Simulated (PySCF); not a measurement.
Ionisation energy along the 23-electron series

Calculated with PySCF 2.14 and a two-component X2C-1e Hamiltonian (Gaussian nucleus, no Breit or QED terms), each ion in its own even-tempered basis scaled to its charge; GMP2 freezes [Ne] and drops the highest virtual spinors. Values in eV. NIST values: (m) measured, (s) semi-empirical, (t) theoretical.

```json
{"ion": "Ta(50+)", "configuration": "[Ar] 3d5", "GHF (spin-free)": "4589.5", "GMP2 (spin-free)": "4589.4", "GHF (screened spin-orbit)": "4539.6", "GMP2 (screened spin-orbit)": "4539.4", "NIST": "4537 ± 4 (t)"}
{"ion": "Re(52+)", "configuration": "[Ar] 3d5", "GHF (spin-free)": "4934.1", "GMP2 (spin-free)": "4934.0", "GHF (screened spin-orbit)": "4879.3", "GMP2 (screened spin-orbit)": "4879.1", "NIST": "4877 ± 4 (t)"}
```

**Question.** Fill in the row of W(51+).

**Answer.** configuration: [Ar] 3d5; GHF (spin-free): 4760.6; GMP2 (spin-free): 4760.5; GHF (screened spin-orbit): 4708.3; GMP2 (screened spin-orbit): 4708.1; NIST: 4709 ± 4 (s).
